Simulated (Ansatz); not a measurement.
Consider the redistribution: `[OH][Zr]([OH])([F])[F]` + `B[Si](F)(F)F` → `[OH][Zr]([F])([F])[F]` + `B[Si](O)(F)F`.

Computed with Ansatz on PBE0-D4/def2-TZVP structures; ΔE is electronic, products minus reactants. CCSD(T)/CBS adds triple-zeta CCSD(T) − MP2 to the extrapolated MP2 energy (def2 sets, frozen cores). Functionals use def2-TZVPP. Elements past krypton have def2 core potentials. For Zr outer-core shells are correlated without core-valence functions, which leaves a few kJ/mol of doubt a bond. One conformer a species, not always the lowest.

```csv
level,ΔE (eV)
r2SCANh-D4,-0.14
CAM-B3LYP-D4,-0.13
revPBE,-0.19
HF/def2-TZVPP,-0.08
```

Question: What does CCSD(T)/CBS give? (An estimate is asked.)

Answer: The calculation gave: -0.07 eV. The listed levels differ from it by -0.07, -0.06, -0.12, -0.01 eV.

Largest T1 diagnostic among the species: 0.017.

From BLYP to BHLYP (50 % exact exchange), in def2-TZVPP and without D4, ΔE moves by +0.05 eV. Leaving LDA and LC-ωPBE aside and taking each functional with its dispersion term where it has one, the values, not all of them listed here, spread over 0.10 eV, from revPBE-D4 to BHLYP-D4. LDA lies +0.03 eV from PBE without D4. At CCSD(T), def2-SVP lies −0.06 eV from the extrapolated value and def2-TZVPP −0.01 eV.
